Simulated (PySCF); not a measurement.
# Radial density of Cr⁺ (chromium, charge +1)

UHF, [Ar] 3d5, high-spin 6S determinant. All numbers are calculated (PySCF 2.14, no relativity, point nucleus, in cc-pVTZ (7s6p4d2f1g, 68 functions)).

```json
{"r (bohr)": "0.000867", "4πr²ρ (e/bohr)": "0.08441", "4πr²(ρα − ρβ)": "0.0000"}
{"r (bohr)": "0.00146", "4πr²ρ (e/bohr)": "0.2321", "4πr²(ρα − ρβ)": "0.0000"}
{"r (bohr)": "0.00245", "4πr²ρ (e/bohr)": "0.6262", "4πr²(ρα − ρβ)": "-0.0001"}
{"r (bohr)": "0.00413", "4πr²ρ (e/bohr)": "1.635", "4πr²(ρα − ρβ)": "-0.0001"}
{"r (bohr)": "0.00694", "4πr²ρ (e/bohr)": "4.042", "4πr²(ρα − ρβ)": "-0.0003"}
{"r (bohr)": "0.0117", "4πr²ρ (e/bohr)": "9.117", "4πr²(ρα − ρβ)": "-0.0008"}
{"r (bohr)": "0.0196", "4πr²ρ (e/bohr)": "17.65", "4πr²(ρα − ρβ)": "-0.0016"}
{"r (bohr)": "0.0330", "4πr²ρ (e/bohr)": "26.60", "4πr²(ρα − ρβ)": "-0.0024"}
{"r (bohr)": "0.0556", "4πr²ρ (e/bohr)": "27.54", "4πr²(ρα − ρβ)": "-0.0018"}
{"r (bohr)": "0.0935", "4πr²ρ (e/bohr)": "21.88", "4πr²(ρα − ρβ)": "0.0040"}
{"r (bohr)": "0.157", "4πr²ρ (e/bohr)": "27.98", "4πr²(ρα − ρβ)": "0.0615"}
{"r (bohr)": "0.264", "4πr²ρ (e/bohr)": "27.62", "4πr²(ρα − ρβ)": "0.4784"}
{"r (bohr)": "0.445", "4πr²ρ (e/bohr)": "11.00", "4πr²(ρα − ρβ)": "1.8648"}
{"r (bohr)": "0.748", "4πr²ρ (e/bohr)": "13.42", "4πr²(ρα − ρβ)": "3.4894"}
{"r (bohr)": "1.26", "4πr²ρ (e/bohr)": "7.536", "4πr²(ρα − ρβ)": "2.8412"}
{"r (bohr)": "2.12", "4πr²ρ (e/bohr)": "1.308", "4πr²(ρα − ρβ)": "0.9785"}
{"r (bohr)": "3.56", "4πr²ρ (e/bohr)": "0.1148", "4πr²(ρα − ρβ)": "0.1126"}
{"r (bohr)": "5.99", "4πr²ρ (e/bohr)": "0.001877", "4πr²(ρα − ρβ)": "0.0019"}
```

Problem. Where is the radial spin density 4πr²(ρα − ρβ) most negative, and why is it negative at all?

Solution. Around r = 0.0330 bohr, down to -0.0024 e/bohr: exchange with the open shell polarises the paired shells in an unrestricted calculation.
